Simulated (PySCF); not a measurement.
Gas-phase reaction: 2 WF₆ + 3 NH₂ ⇌ 2 WF₄NH + N + 4 HF

Method: PySCF energies plus ideal-gas RRHO corrections (1 bar). † marks an energy on the PBE0/def2-TZVP geometry and frequencies. MP2 freezes the core. Open shells (unrestricted): NH₂ (multiplicity 2), N (multiplicity 4); the rest are closed-shell singlets. W: scalar-relativistic def2 core potential, no spin-orbit coupling. WF₄NH: computed as isolated molecules; such fragments, hydroxides, amides, oligomers or adducts are transient or little studied in the gas. MP2 isn't extrapolated to the basis-set limit; its ΔH°(298 K) is -41.7 kJ in def2-SVP and -74.4 kJ in def2-TZVPP. The harmonic model lacks anharmonicity and excited electronic states, which grow with temperature; levels with a mode under 35 cm⁻¹ are left out. Soft modes under 120 cm⁻¹ make the harmonic entropy rough for WF₄NH.

```json
[
 {"level": "MP2/def2-SVP†", "ΔE electronic, kJ": "-43", "ΔH°(298 K), kJ": "-42", "ΔS°(298 K), J/K": "253", "ΔG°(1400 K), kJ": "-407"},
 {"level": "PBE/def2-TZVP†", "ΔE electronic, kJ": "160", "ΔH°(298 K), kJ": "161", "ΔS°(298 K), J/K": "253", "ΔG°(1400 K), kJ": "-204"},
 {"level": "r2SCAN/def2-TZVP†", "ΔE electronic, kJ": "197", "ΔH°(298 K), kJ": "198", "ΔS°(298 K), J/K": "253", "ΔG°(1400 K), kJ": "-167"},
 {"level": "LDA/def2-TZVP†", "ΔE electronic, kJ": "172", "ΔH°(298 K), kJ": "173", "ΔS°(298 K), J/K": "253", "ΔG°(1400 K), kJ": "-192"},
 {"level": "ωB97X-V/def2-TZVP†", "ΔE electronic, kJ": "136", "ΔH°(298 K), kJ": "137", "ΔS°(298 K), J/K": "253", "ΔG°(1400 K), kJ": "-228"}
]
```
ΔH° is lowest at MP2/def2-SVP† and highest at r2SCAN/def2-TZVP†. No reference value is set beside these.
